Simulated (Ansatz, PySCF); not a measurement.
Spin states of H2Mo (SMILES [MoH2]), each relaxed with B3LYP-D3(BJ)/def2-TZVP.
State 1 (charge 0, multiplicity 5):
```xyz
3

Mo     0.59833     0.12875     0.21854
H     -0.09059    -1.41145    -0.07159
H     -0.54091     1.33007    -0.21728
```
State 2 (charge 0, multiplicity 1):
```xyz
3

Mo     0.6216     0.1332     0.2278
H     -0.1094    -1.3684    -0.0785
H     -0.5454     1.2826    -0.2196
```

Singlets are restricted, other states unrestricted; no spin–orbit coupling, no relativity up to Kr; see below for the cores. The largest T1 diagnostic is 0.033.

Codes used: Ansatz (Gaussian orbitals); PySCF for the dispersion terms. Values without a source in brackets are computed. In def2 rows elements past Kr take small-core potentials, without spin–orbit coupling.

Task: One of these levels gives 229.0 kJ/mol for the energy of the multiplicity-1 state less that of the multiplicity-5 state. Name it.
A. r2SCAN-D3(BJ)/def2-TZVPP
B. B97M-V/def2-TZVPP
C. B3LYP/def2-TZVPP

Result: C, B3LYP/def2-TZVPP. The others give 305.5 (r2SCAN-D3(BJ)/def2-TZVPP), 259.1 (B97M-V/def2-TZVPP)

Ansatz is a quantum-chemistry and plane-wave program.
